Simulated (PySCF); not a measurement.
CH₃FMg, SMILES [F][Mg][CH3]. Geometry: r2SCAN-D4/def2-TZVP.

Computed equilibrium geometry at r2SCAN-D4/def2-TZVP (PySCF confirms it by a frequency run) as a Z-matrix, and its point group:
point group C3v.
```
C
H 1 1.0942
H 1 1.0942 2 107.02
H 1 1.0942 2 107.02 3 114.45
Mg 1 2.0706 2 111.82 4 122.77
F 5 1.7611 3 157.70 1 180.00
```
